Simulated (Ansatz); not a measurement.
`[OH][Zr]([OH])([OH])[Cl]` + `C[O][Zn][CH3]` → `[CH3][Zr]([OH])([OH])[OH]` + `C[O][Zn][Cl]`  (redistribution)

Program: Ansatz. Geometries: PBE0-D4/def2-TZVP. ΔE: electronic, gas phase. CBS: MP2 limit from def2 TZ/QZ plus the TZ coupled-cluster correction, frozen cores. Functionals use def2-TZVPP. B3LYP here is the variant with VWN-RPA as its local correlation; programs differ in this. Elements past krypton have def2 core potentials. For Zn, Zr outer-core shells are correlated without core-valence functions, which leaves a few kJ/mol of doubt a bond. Scalar relativity is left out up to krypton. Each species was taken in one conformer, which may not be the lowest.

```csv
level,ΔE (kJ/mol)
B3LYP-D4,80.9
r2SCAN0-D4,78.3
B2PLYP,81.8
SCS-MP2/def2-TZVPP,80.4
```

What does CCSD(T)/CBS give? (An estimate is asked.)

Computed: +70.3 kJ/mol. The listed levels differ from it by 10.6, 8.0, 11.5, 10.1 kJ/mol.

Largest T1 diagnostic among the species: 0.016.

From BLYP to BHLYP (50 % exact exchange), in def2-TZVPP and without D4, ΔE moves by −9.6 kJ/mol. At CCSD(T), def2-SVP lies +15.8 kJ/mol from the extrapolated value and def2-TZVPP +7.6 kJ/mol. In def2-TZVPP, CCSD(T) changes the Hartree–Fock value by +16.7 kJ/mol (the triples alone add +3.9 kJ/mol) and MP2 by +24.4 kJ/mol.
